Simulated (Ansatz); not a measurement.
Reaction (homolysis of the Al–Ge bond): `[Cl][Al]([Cl])[GeH3]` → `[Cl][Al][Cl]`• + `[GeH3]`•

Gas-phase electronic energies from Ansatz, PBE0-D4/def2-TZVP geometries. CBS: MP2 limit from def2 TZ/QZ plus the TZ coupled-cluster correction, frozen cores. Functionals use def2-TZVPP. B3LYP here is the variant with VWN-RPA as its local correlation; programs differ in this. Open shells (•) are unrestricted, without spin–orbit coupling. For Ge outer-core shells are correlated without core-valence functions, which leaves a few kJ/mol of doubt a bond. Scalar relativity is left out up to krypton.

```tsv
level	ΔE (kcal/mol)
ωB97X-V	73.4
B3LYP	65.4
CAM-B3LYP	67.4
CCSD/def2-SVP	67.7
HF/def2-TZVPP	49.6
MP2/def2-QZVPP	72.1
MP2/CBS(def2)	73.3
CCSD/CBS(def2)	72.3
```

(1) What does CCSD(T)/CBS give? (Estimate.)

Largest T1 diagnostic among the species: 0.012.

Answers

(1) Computed: +73.6 kcal/mol. The listed levels differ from it by -0.2, -8.2, -6.2, -5.9, -24.0, -1.5, -0.3, -1.3 kcal/mol.

From BLYP to BHLYP (50 % exact exchange), in def2-TZVPP and without D4, ΔE moves by +3.3 kcal/mol. The D4 term adds +2.4 kcal/mol with B3LYP and +1.4 kcal/mol with PBE0; it sums over pairs of atoms, weighted by their polarisabilities, and B3LYP, whose exchange is more repulsive, gets the larger term. Leaving LDA and LC-ωPBE aside and taking each functional with its dispersion term where it has one, the values, not all of them listed here, spread over 8.2 kcal/mol, from revPBE-D4 to ωB97X-V. LDA lies +10.2 kcal/mol from PBE without D4, its usual overbinding.
